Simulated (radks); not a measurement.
Initial-state core-level shifts of neutral strontium when its valence configuration changes from [Kr] 5s2. Method: scalar-relativistic Kohn-Sham, PBE, spin-polarised, spherical densities, point nucleus; open shells are filled with parallel spins first (spin-orbit coupling, left out, can overturn this in heavy ions); computed with a radial shooting solver on a logarithmic mesh with Libxc functionals. Shifts are changes of the shell-averaged eigenvalues in eV (positive: less bound).

[
 {"valence": "4d1 5s1", "2s": "+1.199", "2p": "+1.189", "4s": "+1.184", "4p": "+1.096"},
 {"valence": "5s1.5 5p0.5", "2s": "-0.632", "2p": "-0.631", "4s": "-0.620", "4p": "-0.606"},
 {"valence": "5p2", "2s": "-2.405", "2p": "-2.401", "4s": "-2.351", "4p": "-2.290"},
 {"valence": "5s1 5p1", "2s": "-1.142", "2p": "-1.141", "4s": "-1.123", "4p": "-1.094"},
 {"valence": "4d2", "2s": "+1.686", "2p": "+1.669", "4s": "+1.696", "4p": "+1.546"},
 {"valence": "4d0.5 5s1.5", "2s": "+0.648", "2p": "+0.643", "4s": "+0.633", "4p": "+0.584"},
 {"valence": "4d1 5p1", "2s": "+0.105", "2p": "+0.095", "4s": "+0.092", "4p": "+0.014"}
]
